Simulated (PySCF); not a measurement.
## Computed properties of Te(H)(SiH3) (H₄SiTe), SMILES [SiH3][TeH]

Te(H)(SiH3) (H4SiTe), SMILES [SiH3][TeH]. Coordinates come from a B3LYP-D3(BJ)/def2-TZVP optimisation. The def2 effective core potentials stand for the cores of Te; spin–orbit coupling is left out. The values are those of a single conformer. All values are computed for the isolated molecule unless a solvent is named; none is compared with measurement here.

**Structure.** The optimised structure has Cs symmetry. All 12 harmonic modes at B3LYP-D3(BJ)/def2-TZVP (PySCF) are real, so it is a minimum.

**Vibrations.** The strongest infrared lines (harmonic, unscaled, degenerate partners summed) lie at 896 cm⁻¹ (388 km/mol, H 92 %), 2240 cm⁻¹ (86 km/mol, H 96 %), 2246 cm⁻¹ (84 km/mol, H 96 %). The softest mode is at 144 cm⁻¹ and the zero-point energy is 19.7 kcal/mol.

**Electronic structure.** ωB97X/def2-TZVPD (PySCF) places the frontier levels at -8.67 and 0.94 eV, a gap of 9.61 eV, and gives a dipole moment of 0.62 D and a mean polarisability of 73.4 bohr³.

**Excitations.** TDA-B3LYP/def2-SVPD (PySCF) has S1 at 4.11 eV (302 nm, f = 0.001, dark); the most intense of the 10 singlets computed lies at 7.07 eV (f = 0.28). T1 (TDA) is at 3.72 eV, 0.39 eV under S1. No vertical singlet excitation falls in the visible range (under 3.1 eV).
